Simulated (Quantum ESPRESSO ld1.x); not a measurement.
Tm2+, configuration [Kr] 4d10 4f13 5s1 5p6 6p1 (not the ground configuration). Method: scalar-relativistic Kohn-Sham, Wu-Cohen GGA, spin-unpolarised, spherical densities, point nucleus; computed with ld1.x of Quantum ESPRESSO 7.5.

Radial electron density D(r) = 4 pi r^2 rho(r):

r (bohr)  D(r) (e/bohr)
0.002142          18.04
0.002926          27.72
0.003966          40.56
0.005418          56.85
0.007342          73.73
0.01003           87.79
0.01359           93.23
0.01857           88.82
0.02537           82.60
0.03439           89.72
0.04698           112.7
0.06367           124.5
0.08698           106.6
0.1179            95.12
0.161             110.8
0.22              93.46
0.2982            55.35
0.4073            59.47
0.5521            56.93
0.7542            30.20
1.022             15.70
1.396             9.090
1.908             3.354
2.585            0.8137
3.532            0.4038
4.787            0.2079
6.54            0.03649
8.863          0.001748

D(r) has 4 maxima, at r = 0.0137, 0.0617, 0.172, 0.467 bohr, and minima at 0.0262, 0.112, 0.331 bohr, inside which lie 1.91, 11.13, 29.69 electrons.
